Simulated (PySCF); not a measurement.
Input of a run (PBE0-D3(BJ)/def2-SVP geometry optimisation, gas phase (PySCF 2.14.0)), started from GFN2-xTB:
```
{"job": {"xc": "PBE0", "basis": "def2-SVP", "d3": "d3bj", "grid": 1, "maxiter": 40, "shake": 0.03, "kind": "geom"}, "charge": 0, "multiplicity": 1}
Ge     0.060220    -0.078580     0.152200
H     -0.010130    -0.027840     1.664250
Br     2.121610     0.004200    -0.638210
Br    -0.997550     1.902550    -0.593270
Br    -1.099310    -1.910800    -0.647090
```

Output (energies in Eh, forces in Eh/bohr):
```
step   0  E = -9797.85441535  max force = 0.033990
step   1  E = -9797.85810773  max force = 0.005838
step   2  E = -9797.85837022  max force = 0.000707
step   3  E = -9797.85837317  max force = 0.000770
step   4  E = -9797.85836746  max force = 0.000947
step   5  E = -9797.85837927  max force = 0.000642
step   6  E = -9797.85838957  max force = 0.000470
step   7  E = -9797.85841106  max force = 0.000193
step   8  E = -9797.85843249  max force = 0.000281
step   9  E = -9797.85844812  max force = 0.000258
step  10  E = -9797.85845842  max force = 0.000171
optimisation converged
```

Summarise the run.

The energy falls by 10.6 kJ/mol over 11 energy and gradient evaluations, the largest force component goes from 0.0340 to 1.7e-04 Eh/bohr, and the atoms move by 0.061 Å rms after alignment. Among the bonds, Ge1–Br3 and Ge1–Br4 change most and about equally (-0.079 to +0.080 Å). Bonds longer at the end by more than 0.005 Å: 2 of 4; shorter: 2. Among the angles that change most is H2–Ge1–Br4, from 105.4° to 110.3°. The energy rose by more than 1e-6 Eh at step 4. The first step brought 91 % of the lowering.

What are the final bond lengths?

Ge1–H2 1.530 Å, Ge1–Br3 2.290 Å, Ge1–Br4 2.287 Å, Ge1–Br5 2.287 Å. Numbering counts from 1 in the input's order; the species is `[Br][GeH]([Br])[Br]` (GeHBr3).

The run used 133 basis functions and 66 SCF cycles in all. The run took 2.6 min of wall time on Intel Xeon at 2.70 GHz, one thread, no GPU, shared host with 64 logical CPUs at a one-minute load of 60, and the process peaked at 0.63 GiB of memory.

Not checked by PBE0-D3(BJ)/def2-SVP frequencies.
